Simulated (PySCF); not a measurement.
Z-matrix (Å, degrees):
```
Ge
H 1 1.5343
H 1 1.5343 2 109.47
H 1 1.5343 2 109.47 3 120.00
H 1 1.5343 2 109.47 4 120.00
```
Charge 0, spin multiplicity 1.

### Question
Give the dipole moment, total energy, LUMO, HOMO and HOMO–LUMO gap at the level ωB97X-D3(BJ)/def2-TZVP // PBE0-D3(BJ)/def2-TZVP in PySCF.

### Answer

| Quantity | Value |
|---|---|
| dipole moment | 0.00 D |
| total energy | -2079.3519 Ha |
| LUMO | 3.02 eV |
| HOMO | -12.20 eV |
| HOMO–LUMO gap | 15.22 eV |
